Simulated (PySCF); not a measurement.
A single-point calculation

[Au2F3]− (singlet). PySCF 2.14.0, RKS B3LYP, Au def2-SVP with ECP60, F def2-SVP; non-relativistic Hamiltonian with scalar-relativistic core potentials where named; density fitting; no spin-orbit coupling. Purpose: singlet excitations, Tamm-Dancoff B3LYP.

```python
mol = gto.M(atom='''
Au    -0.01685     0.14299     1.82025
Au    -0.01685     0.14299    -1.82025
F     -0.12526     1.06296     0.00000
F      0.08057    -0.68376     3.56880
F      0.08057    -0.68376    -3.56880''',
    basis={'Au': 'def2-SVP', 'F': 'def2-SVP'},
    ecp={'Au': 'def2-SVP'},
    charge=-1, spin=0)
mf = dft.RKS(mol, xc='B3LYP')
mf.grids.atom_grid = (50, 194)
mf = mf.density_fit()  # fitting sets: Au def2-universal-JKFIT, F def2-universal-JKFIT
mf.conv_tol = 1e-08; mf.max_cycle = 55
mf.kernel(dm0)  # dm0: converged density of the relaxed state
td = mf.TDA(); td.nstates = 8; td.kernel()
```

Run from Python with OMP_NUM_THREADS=2; the lines above give its settings. Where DIIS fails, smearing, a level shift and second-order steps follow.
It took 28 s on 2 threads of Arm Neoverse V2 (shared host), from an already converged density.

Task: Where do the frontier levels lie, over both spins?

Result: HOMO -3.02 eV, LUMO 2.51 eV. 

Task: What are the Mulliken charges and spins?

Result: 
```tsv
atom	charge (e)	spin (e)
Au1	0.183	0.000
Au2	0.183	0.000
F3	-0.426	0.000
F4	-0.470	0.000
F5	-0.470	0.000
```

Task: Which singlet excitations follow (Tamm-Dancoff, 8 states)?

Result: 
| state | eV | oscillator strength |
| --- | --- | --- |
| 1 | 4.27 | 0.0016 |
| 2 | 4.41 | 0.0001 |
| 3 | 4.44 | 0.0015 |
| 4 | 4.66 | 0.0000 |
| 5 | 4.94 | 0.0027 |
| 6 | 5.15 | 0.0004 |
| 7 | 5.23 | 0.0000 |
| 8 | 5.23 | 0.0002 |
For an anion in a basis without diffuse functions, states above the detachment energy aren't bound: they are resonances at best, or continuum confined by the basis.
Functionals without range separation put charge-transfer states too low; the basis has no diffuse functions.

The geometry was relaxed with PBE0 (Au def2-SVP with ECP60, F def2-SVP).
